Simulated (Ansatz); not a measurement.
ClGaGeH₄ (`[Cl][GaH][GeH3]`), relaxed with RKS PBE0-D4/def2-TZVP in Ansatz from a GFN2-xTB geometry. The force threshold is 0.005 eV/Å; the program also tests the step.

The species carries charge 0 and has multiplicity 1.

Start:

```xyz
7

Cl   -0.442    2.173   -1.997
Ga   -0.925    0.450   -0.924
Ge    0.608   -0.466    0.735
H    -2.351   -0.161   -1.284
H     1.511   -1.576    0.251
H     1.576    0.595    1.206
H     0.024   -1.015    2.012
```

Task: How much energy does the relaxation release, and in how many steps? (An estimate is asked.)

Result: The calculation gave: 0.14 eV, in 32 steps, 4 of them rejected.

Task: Which bonds change most? (Estimate.)

Result: The calculation gave: Cl1–Ga2 from 2.086 to 2.159 Å; Ge3–H7 from 1.508 to 1.538 Å; Ga2–H4 from 1.593 to 1.564 Å; Ge3–H5 from 1.511 to 1.537 Å.

Task: Give the relaxed structure. (Estimate.)

Result: The calculation gave: 
```xyz
7

Cl   -0.165    1.741   -2.309
Ga   -0.989    0.406   -0.826
Ge    0.642   -0.442    0.772
H    -2.526    0.164   -0.982
H     1.714   -1.257    0.030
H     1.334    0.732    1.481
H    -0.009   -1.343    1.834
```
